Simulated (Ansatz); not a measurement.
Species: H6Sn2, SMILES `[SnH3][SnH3]` with one electron added (charge -1, multiplicity 2).

### Question
Give a relaxed geometry from B3LYP-D3(BJ)/def2-TZVP run with Ansatz (an electronic-structure program).

### Answer
the end point of this relaxation (outside a Z-matrix the atoms follow the SMILES, hydrogens last).
Cartesian coordinates (Å) in one orientation:
```xyz
8

Sn    -1.562     0.093    -0.364
Sn     1.562    -0.093     0.363
H     -2.110     1.493     0.557
H     -2.782     0.141    -1.687
H     -2.283    -1.181     0.619
H      2.781    -0.145     1.687
H      2.283     1.183    -0.615
H      2.110    -1.491    -0.560
```
